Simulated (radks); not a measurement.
The numbers below are computed, except where a source is named.
Question: Ba+, configuration [Xe] 6s1. Level of theory: scalar-relativistic Kohn-Sham, LDA (Slater exchange, Perdew-Wang correlation), spin-polarised, spherical densities, finite nucleus; open shells are filled with parallel spins first (spin-orbit coupling, left out, can overturn this in heavy ions); Fermi nuclear charge, rms radius 4.8378 fm (a radial shooting solver on a logarithmic mesh with Libxc functionals). Some entries of the table are withheld. Estimate them.

| orbital | occ. | eigenvalue (eV) | <1/r> (bohr^-1) | r(max) (bohr) |
|---|---|---|---|---|
| 1s up | 1 | -37222.86 | 60.64 | 0.01644 |
| 1s down | 1 | -37222.85 | 60.64 | 0.01644 |
| 2s up | 1 | -5889.515 | 13.95 | 0.09297 |
| 2s down | 1 | -5889.509 | 13.95 | 0.09297 |
| 2p up | 3 | -5284.974 | 13.27 | 0.07464 |
| 2p down | 3 | -5284.968 | 13.27 | 0.07464 |
| 3s up | 1 | -1247.278 | 5.035 | 0.2667 |
| 3s down | 1 | -1247.270 | 5.035 | 0.2667 |
| 3p up | 3 | -1053.395 | 4.780 | 0.2608 |
| 3p down | 3 | -1053.386 | 4.780 | 0.2608 |
| 3d up | 5 | -770.8876 | 4.533 | 0.2150 |
| 3d down | 5 | -770.8794 | 4.533 | 0.2150 |
| 4s up | 1 | -249.0193 | 2.086 | 0.6249 |
| 4s down | 1 | -249.0021 | 2.086 | 0.6249 |
| 4p up | 3 | -186.4019 | 1.921 | 0.6535 |
| 4p down | 3 | -186.3828 | 1.921 | 0.6535 |
| 4d up | 5 | -95.4353 | 1.655 | 0.6953 |
| 4d down | 5 | -95.4108 | 1.655 | 0.6953 |
| 5s up | 1 | -39.5448 | 0.8089 | 1.466 |
| 5s down | 1 | -39.4804 | 0.8097 | 1.466 |
| 5p up | 3 | -24.5201 | 0.6820 | 1.667 |
| 5p down | 3 | -24.4089 | 0.6848 | 1.666 |
| 6s up | 1 | -8.0631 | 0.2965 | (1) |
| 6s down | 0 | -7.4165 | 0.2955 | (2) |
| 5d up | 0 | -7.4147 | 0.4133 | 2.445 |
| 5d down | 0 | -6.9962 | 0.4236 | 2.395 |
| 6p up | 0 | -5.3177 | 0.2405 | 4.714 |
| 6p down | 0 | -4.7584 | 0.2316 | 4.807 |
| 7s up | 0 | -2.5952 | 0.1446 | 8.501 |
| 7s down | 0 | -2.4583 | 0.1393 | 8.791 |

Answer: 
(1) 6s up r(max) (bohr): 3.819
(2) 6s down r(max) (bohr): 3.796
